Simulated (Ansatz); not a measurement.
Steps of a relaxation of `[F][Ga-]([F])([F])[SeH2+]` with RKS PBE-D4/def2-SVP.

```sh
$ ansatz run in.yaml --threads 4 --pin off --events-out ev --progress --plain --max-ram 10444MiB
```

```yaml
crystal:
  periodic: [false, false, false]
  atoms:
    - {symbol: F, position_ang: [0.528800, -1.210100, 1.950900]}
    - {symbol: Ga, position_ang: [0.269000, -0.768600, 0.205000]}
    - {symbol: F, position_ang: [-1.320100, -1.423300, -0.390100]}
    - {symbol: F, position_ang: [1.688300, -1.473600, -0.741800]}
    - {symbol: Se, position_ang: [0.288200, 1.612000, -0.090400]}
    - {symbol: H, position_ang: [-1.133300, 1.723800, 0.507400]}
    - {symbol: H, position_ang: [-0.259700, 1.471800, -1.486700]}
basis:
  gaussian: {orbitals: def2-SVP}
hamiltonian: {xc: pbe, dispersion: d4}
relax: {f_tol: 0.03, max_steps: 200}
```

Positions (Å) and forces (eV/Å) along the path, 5 of 5 steps:

```xyz
7
step=1 energy=-125867.5364 eV
F     0.529   -1.210    1.951   -0.224    0.700   -0.867
Ga    0.269   -0.769    0.205    0.584   -3.509    0.244
F    -1.320   -1.423   -0.390    0.759    0.758    0.217
F     1.688   -1.474   -0.742   -1.092    0.956    0.537
Se    0.288    1.612   -0.090   -0.998    1.098   -0.019
H    -1.133    1.724    0.507    0.899   -0.047   -0.441
H    -0.260    1.472   -1.487    0.072    0.043    0.329
7
step=2 energy=-125867.8770 eV
F     0.505   -1.078    2.021   -0.133    0.087   -1.219
Ga    0.310   -0.951    0.213   -0.075   -1.046    0.204
F    -1.361   -1.277   -0.447    1.118    0.171    0.415
F     1.737   -1.429   -0.813   -0.977    0.341    0.664
Se    0.275    1.554   -0.067   -0.173    0.516   -0.133
H    -1.107    1.679    0.486    0.152   -0.066    0.012
H    -0.298    1.435   -1.439    0.087   -0.003    0.058
7
step=3 energy=-125867.9688 eV
F     0.499   -1.093    2.012   -0.108    0.057   -0.824
Ga    0.293   -0.990    0.226   -0.014   -0.444    0.080
F    -1.351   -1.345   -0.428    0.778    0.168    0.298
F     1.711   -1.404   -0.804   -0.646    0.177    0.439
Se    0.281    1.604   -0.085   -0.030    0.039   -0.006
H    -1.089    1.685    0.490    0.012    0.009   -0.009
H    -0.281    1.474   -1.456    0.008   -0.006    0.021
7
step=4 energy=-125868.0079 eV
F     0.500   -1.073    1.965    0.026   -0.002    0.211
Ga    0.320   -1.009    0.216    0.091    0.050   -0.050
F    -1.289   -1.307   -0.436   -0.200   -0.052   -0.098
F     1.697   -1.497   -0.774    0.018    0.051   -0.033
Se    0.253    1.629   -0.076    0.063   -0.004   -0.001
H    -1.115    1.702    0.504    0.023   -0.052   -0.015
H    -0.306    1.486   -1.445   -0.022    0.008   -0.014
7
step=5 energy=-125868.0144 eV
F     0.490   -1.079    1.981    0.002   -0.002    0.008
Ga    0.300   -1.005    0.226   -0.009   -0.006    0.000
F    -1.309   -1.347   -0.426    0.000    0.004    0.000
F     1.682   -1.422   -0.791    0.008    0.003   -0.003
Se    0.277    1.617   -0.081   -0.013   -0.003   -0.004
H    -1.092    1.691    0.496    0.011    0.000   -0.005
H    -0.287    1.477   -1.450    0.001    0.003    0.004
```

Run time 4.3 s (4 threads of an Intel Xeon Platinum 8488C on a shared host); peak host memory 0.2 GiB.
